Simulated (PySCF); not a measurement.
Spectra and structures to be paired. Computed with PySCF 2.14.0, density-fitted response routines, TDDFT PBE0/def2-SVPD, vertical, gas phase, core orbitals frozen in the response. Geometries: GFN2-xTB; one conformer of each isolated species. Triplets are in the Tamm–Dancoff approximation.

A. `C[Si@H]1C=CC(=S)O1`
B. `O=C(CC#C)[SiH2]S`
C. `O=CC1(F)CCOCC1`
D. `O=C1CSC=C1[SiH3]`
E. `NC[C@@H]1CCC(=S)C1`

Lowest singlet levels (six at most, fewer where fewer were computed) with oscillator strengths:

1. 4.11 eV (f 0.000); 5.29 eV (f 0.000); 6.78 eV (f 0.004); 6.83 eV (f 0.031); 7.11 eV (f 0.000); 7.38 eV (f 0.004); T1 3.49 eV
2. 3.60 eV (f 0.000); 4.45 eV (f 0.002); 5.54 eV (f 0.004); 5.79 eV (f 0.012); 5.96 eV (f 0.014); 6.18 eV (f 0.004); T1 2.94 eV
3. 3.89 eV (f 0.000); 4.29 eV (f 0.141); 5.37 eV (f 0.000); 6.05 eV (f 0.001); 6.14 eV (f 0.009); 6.38 eV (f 0.172); T1 2.93 eV
4. 2.48 eV (f 0.000); 4.48 eV (f 0.000); 5.51 eV (f 0.252); 5.67 eV (f 0.028); 6.19 eV (f 0.025); 6.26 eV (f 0.005); T1 2.03 eV
5. 2.50 eV (f 0.000); 4.60 eV (f 0.378); 5.52 eV (f 0.015); 5.66 eV (f 0.037); 5.73 eV (f 0.011); 5.76 eV (f 0.081); T1 2.11 eV

Task: Match each spectrum to its molecule.

Result: 1 = C, 2 = B, 3 = D, 4 = E, 5 = A.
- A: S1 at 2.50 eV, HOMO→LUMO (99%); Löwdin shares by element: HOMO sulfur 78%, carbon 12% or more; LUMO carbon 56% or more, sulfur 27% (atoms not listed hold the other 17%); HOMO -6.44 and LUMO -2.43 eV.
- B: S1 at 3.60 eV, HOMO-1→LUMO (72%), HOMO→LUMO (24%); Löwdin shares by element: HOMO sulfur 63%, silicon 11%, oxygen 7%, hydrogen 6% or more; LUMO carbon 46% or more, oxygen 32%, silicon 9%; HOMO -7.32 and LUMO -1.82 eV.
- C: S1 at 4.11 eV, HOMO→LUMO (55%), HOMO-1→LUMO (41%); Löwdin shares by element: HOMO oxygen 57%, carbon 12% or more (atoms not listed hold the other 30%); LUMO carbon 49% or more, oxygen 34% or more, hydrogen 6% or more; HOMO -7.60 and LUMO -1.39 eV; point group Cs, 3 of its 6 listed states under f = 0.0005.
- D: S1 at 3.89 eV, HOMO-1→LUMO (97%); Löwdin shares by element: HOMO sulfur 44%, carbon 31% or more, oxygen 10% (atoms not listed hold the other 15%); LUMO carbon 60% or more, oxygen 17% (atoms not listed hold the other 23%); HOMO -6.95 and LUMO -1.90 eV; point group Cs, 2 of its 6 listed states under f = 0.0005.
- E: S1 at 2.48 eV, HOMO→LUMO (100%); S1 has the pattern of n→π* at C=S; HOMO -6.11 and LUMO -1.87 eV.
A and E have S1 within 0.02 eV of each other; their strongest listed levels stand at 4.60 eV (f 0.378) and 5.51 eV (f 0.252).
